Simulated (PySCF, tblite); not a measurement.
Species: C₆H₁₄OSi₂.
Cartesian coordinates in Å at the GFN2-xTB level; atoms count from 1:
```
atom  x, y, z in Å
C1    -2.1860   -0.3548   -0.6608
C2    -1.3178   -0.4430    0.3365
C3    -1.4529   -1.4663    1.4227
C4    -0.1411    0.4821    0.4413
C5    -0.4986    1.9909    0.4929
Si6    0.8294    2.4105   -0.8151
C7     0.7991    0.4873   -0.7968
O8     2.0413   -0.1261   -0.5713
Si9    2.4393   -1.6870   -0.4602
H10   -2.0868    0.3825   -1.4401
H11   -3.0320   -1.0163   -0.7386
H12   -2.3282   -2.0917    1.2661
H13   -1.5407   -0.9748    2.3921
H14   -0.5677   -2.1016    1.4507
H15    0.4650    0.2143    1.3094
H16   -0.3979    2.4200    1.4871
H17   -1.5226    2.1657    0.1677
H18    0.3741    3.0683   -2.0398
H19    2.0694    2.9864   -0.3056
H20    0.3147    0.0110   -1.6560
H21    1.8240   -2.3486    0.6978
H22    2.0318   -2.4334   -1.6544
H23    3.8795   -1.5484   -0.3154
```

Method: PBE0/pcSseg-1 in PySCF (dipole) on a GFN2-xTB geometry, gas phase.

Take the most abundant isotopes and a rigid rotor. The values belong to one conformer with, in the numbering `[CH2:1]=[C:2]([CH3:3])[C@@H:4]1[CH2:5][SiH2:6][C@H:7]1[O:8][SiH3:9]`, C1–C2–C4–C5 58°, Si6–C7–O8–Si9 179°, C2–C4–C5–Si6 -133°, C4–C5–Si6–C7 8°, C5–Si6–C7–O8 -125°, C2–C4–C7–Si6 133°.

Problem. What are A, B and C (MHz)?

Solution. Ia = 429.22, Ib = 490.66, Ic = 801.93 u·Å²; 505379 MHz·u·Å²/I gives A = 1177, B = 1030, C = 630.2 MHz.

Problem. Classify the top.

Solution. An asymmetric top. Ray's parameter κ = (2B − A − C)/(A − C) = 0.461; −1 is the prolate and +1 the oblate limit.

Problem. Is it planar, by Δ = Ic − Ia − Ib?

Solution. Not planar: Δ = Ic − Ia − Ib = -117.95 u·Å². For a rigid frame Δ = −2 Σ m c², so Σ m c² = 58.98 u·Å² lies off the ab plane: 22.39 from hydrogen and 36.59 from heavier atoms. The atom farthest from that plane is 1.83 Å away.

Problem. Give the other two planar moments, Paa and Pbb, and the rms extents of the mass along the axes.

Solution. Paa = Σ m a² = (Ib + Ic − Ia)/2 = 431.69 and Pbb = Σ m b² = (Ia + Ic − Ib)/2 = 370.24 u·Å². With the mass M = 158.06 u, the rms extents √(P/M) along a, b and c are 1.65, 1.53, 0.61 Å.

Problem. List the rotational levels J(Ka,Kc) to J = 2 (MHz).

Solution. Above 0(0,0):
J = 1: 1(0,1) 1660, 1(1,1) 1808, 1(1,0) 2207
J = 2: 2(0,2) 4694, 2(1,2) 4728, 2(1,1) 5928, 2(2,1) 6370, 2(2,0) 6656
The levels of one J sum to (2J + 1)J(J + 1)(A + B + C)/3.

Problem. Predict some low-J microwave lines.

Solution. The dipole components are |μa| = 0.82 D, |μb| = 0.52 D, |μc| = 0.10 D. The squared components, which scale the intensities, stand as 1.00 : 0.41 : 0.01 (a : b : c). Some lines, for components of 0.1 D or more:

```csv
type,branch,"J(Ka,Kc)",MHz,lower level (cm⁻¹)
a,Q,"1(1,0) ← 1(1,1)",400,0.060
b,Q,"1(1,0) ← 1(0,1)",547,0.055
b,Q,"2(2,0) ← 2(1,1)",729,0.198
a,Q,"2(1,1) ← 2(1,2)",1199,0.158
b,Q,"2(1,1) ← 2(0,2)",1233,0.157
b,Q,"2(2,1) ← 2(1,2)",1642,0.158
a,R,"1(0,1) ← 0(0,0)",1660,0.000
b,R,"1(1,1) ← 0(0,0)",1808,0.000
b,R,"2(0,2) ← 1(1,1)",2887,0.060
a,R,"2(1,2) ← 1(1,1)",2921,0.060
a,R,"2(0,2) ← 1(0,1)",3034,0.055
b,R,"2(1,2) ← 1(0,1)",3068,0.055
a,R,"2(1,1) ← 1(1,0)",3720,0.074
b,R,"2(2,1) ← 1(1,0)",4163,0.074
b,R,"2(2,0) ← 1(1,1)",4848,0.060
```

Problem. Estimate the classical rotational partition function at 50 K, 100 K and 298.15 K.

Solution. Point group C1, symmetry number σ = 1; q = (√π/σ)·√((kT/h)³/(ABC)), k/h = 20836.6 MHz/K: 68200 at 50 K, 193000 at 100 K, 993000 at 298.15 K.

Its GFN2-xTB frequencies are all real (lowest 19 cm⁻¹). These are rigid-rotor constants of the computed structure; measured ground-state constants (B0) also hold zero-point vibration. A rigid rotor knows nothing of internal rotation, which can split or shift real lines.

The run took 2.6 min on Intel Xeon at 2.50 GHz, one thread, no GPU (shared host), and the process peaked at 1.0 GiB of memory. This is the PBE0/pcSseg-1 job that gave the dipole, with the shieldings it also computed.
